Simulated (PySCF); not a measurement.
**Electron correlation in Cr¹²⁺ (chromium, charge +12)**

Starting occupation: [Ne] 3s2. All numbers are calculated (PySCF 2.14, X2C-1e with screened-nucleus spin-orbit coupling, Gaussian nucleus, in an uncontracted even-tempered set (19 s from 0.27 bohr⁻², ratio 2.6; 13 p from 0.35 bohr⁻², ratio 2.6; 7 d from 0.36 bohr⁻², ratio 2.8; 4 f from 6.6 bohr⁻², ratio 2.8)). Frozen: 1s2; 10 electrons correlated; the 50 highest virtual spinors left out.

MP2 pair energies summed by pair of shells (mhartree):

```tsv
pair	energy	share (%)
2p1/2-2p3/2	-94.32	24.1
2p3/2-2p3/2	-90.39	23.1
3s1/2-3s1/2	-61.61	15.8
2p3/2-2s1/2	-39.67	10.1
2p3/2-3s1/2	-31.02	7.9
2p1/2-2p1/2	-21.74	5.6
2p1/2-2s1/2	-19.92	5.1
2p1/2-3s1/2	-15.23	3.9
2s1/2-2s1/2	-10.19	2.6
2s1/2-3s1/2	-6.74	1.7
```

Total MP2 correlation energy: -390.82 mhartree.

The virtual space was cut to 56 spinors, which keep -332.83 of the -390.82 mhartree of MP2 correlation.

```json
{"level": "CCSD", "correlation energy (mhartree)": "-354.70"}
{"level": "(T)", "correlation energy (mhartree)": "-1.51"}
{"level": "CCSD(T)", "correlation energy (mhartree)": "-356.21"}
```

Diagnostics: T1 = 0.00083, largest double amplitude 0.094.

Q: Is a single reference adequate?

A: Mostly. T1 lies below 0.03, but a double amplitude of this size points to a near-degeneracy that CCSD handles and MP2 describes poorly.

The coupled-cluster values are those of the cut space; adding the MP2 remainder, -57.99 mhartree, estimates the full space.
